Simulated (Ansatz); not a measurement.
C3H5BO, SMILES `C#CBCO` at its PBE0-D4/def2-TZVP geometry, where that method's forces vanish. The species carries charge 0 and has multiplicity 1.

```xyz
10

C     0.1849   -1.7020   -1.6470
C     0.1014   -0.5869   -1.1873
B    -0.0065    0.7644   -0.5194
C    -0.1051    0.8615    1.0271
O    -0.0912   -0.3258    1.7846
H     0.2596   -2.6735   -2.0800
H    -0.0168    1.7651   -1.1723
H     0.7112    1.5261    1.3611
H    -1.0183    1.4391    1.2560
H    -0.0193   -1.0681    1.1772
```

(1) What forces (eV/Å) does ωB97M-V/def2-TZVPP give on these atoms in Ansatz 0.2.0? (An estimate is asked.)

Answers

(1) The calculation gave: 
```
C1  -0.015  0.212  0.079
C2   0.034 -0.453 -0.190
B3  -0.013  0.286 -0.015
C4  -0.017  0.395 -0.054
O5   0.011 -0.289  0.044
H6  -0.006  0.079  0.037
H7   0.001 -0.138  0.090
H8  -0.070 -0.061 -0.033
H9   0.079 -0.054 -0.024
H10 -0.005  0.024  0.066
```
